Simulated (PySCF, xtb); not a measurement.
CuH, SMILES [CuH] (connectivity only; charge and spin as stated), neutral, multiplicity 1.

GFN2-xTB (xtb 6.7.1) at its own geometry gives an orbital gap of 5.47 eV and a dipole moment of 3.55 D.

The structure is a stationary point at PBE0-D3(BJ)/def2-TZVPD. The spin state was assumed, not searched.

### Question
What does PBE/def2-TZVPD in PySCF give? (The exact figures need the calculation; the answer reports its results.)

### Answer
gap 2.55 eV (levels -5.47 and -2.91 eV), dipole 2.31 D.
